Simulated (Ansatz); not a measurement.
Ideal-gas functions of `[OH][Zr]([Br])([Br])[Br]` at 400 K and 1 bar, from an Ansatz frequency run at PBE0-D4/def2-TZVP.

Molar mass 347.94 g/mol, point group C3v (symmetry number 3), electronic degeneracy 1, moments of inertia 810.746, 810.807, 1327.511 u Å². Harmonic wavenumbers (cm⁻¹, unscaled): 62, 62, 81, 132, 132, 245, 245, 250, 318, 318, 763, 3977.

Use S(trans) = R[1.5 ln M + 2.5 ln T − 1.1517]; rotational temperatures θ = 24.2544 K / I; S(rot) = R[ln(√π/σ · √(T³/θAθBθC)) + 1.5]; for each mode x = 1.438777 ν̃/T, S = R[x/(eˣ − 1) − ln(1 − e⁻ˣ)] and H = RT x/(eˣ − 1); 1 cm⁻¹ = 0.0119627 kJ/mol; R = 8.31446 J/(mol·K).

Question: By hand: the entropy, in J/(mol·K).

Answer: Translation 187.9. Rotation: θ = 0.0299, 0.0299, 0.0183 K, giving 128.6. Vibration, mode by mode: 20.81, 20.81, 18.60, 14.59, 14.59, 9.63, 9.63, 9.47, 7.64, 7.64, 2.12, 0.00, in all 135.5. Electronic 0.0. Sum 452.0 J/(mol·K).

Question: By hand: H − E and G − E in kJ/mol, counted from the electronic energy.

Answer: Zero-point energy ½ × 6585 × 0.0119627 = 39.4; thermal vibration 24.4; translation, rotation and pV give 4 RT = 13.3. H − E = 77.1 kJ/mol, and G − E = 77.1 − 400 × 452.0/1000 = -103.7 kJ/mol.

Vibration gives 30 % of the entropy, 89.4 J/(mol·K) of it from the modes under 150 cm⁻¹: soft modes count most, and the harmonic formula is weakest for them. The sum counts one conformer and one mirror image; others add a mixing term.
